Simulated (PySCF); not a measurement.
Order these species by their calculated properties.

All species are isolated and taken at one optimised geometry, non-relativistic unless stated; the electronic structure was computed with PySCF and density fitting.

The conformers computed, where there is a choice (atom-mapped SMILES and torsion angles):
- `[CH3:1][O:2][C:3]12[CH2:4][C:5]([CH2:6]1)[CH2:7]2`: C1–O2–C3–C4 180°
- `[H]/[C:1]=[CH:2]\[C@@H:3]1[CH2:4][C@H:5]1[O:6][CH3:7]`: C1–C2–C3–C4 -147°, C4–C5–O6–C7 155°
- `[CH:1]#[C:2][CH:3]=[C:4]=[CH:5][C:6]([NH2:7])=[O:8]`: C4–C5–C6–N7 -8°, H–N7–C6–C5 -3°, H–N7–C6–C5 -179°
- `[CH:1]#[C:2][CH2:3][C:4]([CH3:5])([CH3:6])[O-:7]`: C2–C3–C4–C5 56°
- `[CH3:1][O:2][CH:3]=[C:4]1[CH2:5][CH:6][CH2:7]1`: C1–O2–C3–C4 -178°
- `[CH2:1]=[CH:2][C:3](=[CH2:4])[C:5]([CH3:6])[OH:7]`: C1–C2–C3–C4 -135°, C2–C3–C5–C6 -179°, H–O7–C5–C3 0°
- `[CH2:1]=[CH:2][C@@H:3]1[CH2:4][C:5]1[O:6][CH3:7]`: C1–C2–C3–C4 51°, C4–C5–O6–C7 137°
- `[CH2:1]=[CH:2][C:3]([CH:4]=[O:5])[CH2:6][CH3:7]`: C1–C2–C3–C4 180°, C2–C3–C4–O5 -179°, C2–C3–C6–C7 -80°

The conformers of `C[C@@H]1[CH]CCC1=O` [doublet state] aren't listed.

Task: Rank by smallest rotational constant, lowest first (GFN2-xTB).
A. `C=CC(=C)[C](C)O` [radical]
B. `[H]/[C]=C\[C@@H]1C[C@H]1OC` [radical]
C. `F[Si]1[SiH2]C[SiH2]1` [radical]
D. `COC=C1C[CH]C1` [radical]
E. `C#CC=C=CC(N)=O`
F. `C#CCC(C)(C)[O-]`
G. `COC12C[C](C1)C2` [radical]

Result: E (0.867 GHz), D (1.212 GHz), B (1.350 GHz), C (1.410 GHz), A (1.527 GHz), F (1.753 GHz), G (2.207 GHz).

Task: Rank by isotropic g value, lowest first (unrestricted B3LYP/pcH-1, mean-field spin–orbit at GFN2-xTB geometries).
A. `C=C[C@@H]1C[C]1OC` [radical]
B. `C=CC(=C)[C](C)O` [radical]
C. `C[C@@H]1[CH]CCC1=O` [radical]
D. `C1[SiH2][Si]([SiH2]1)F` [radical]
E. `C=C[C](C=O)CC` [radical]
F. `[H]/[C]=C\[C@@H]1C[C@H]1OC` [radical]

Result: F (2.00224), C (2.00261), B (2.00300), A (2.00333), E (2.00408), D (2.00434).
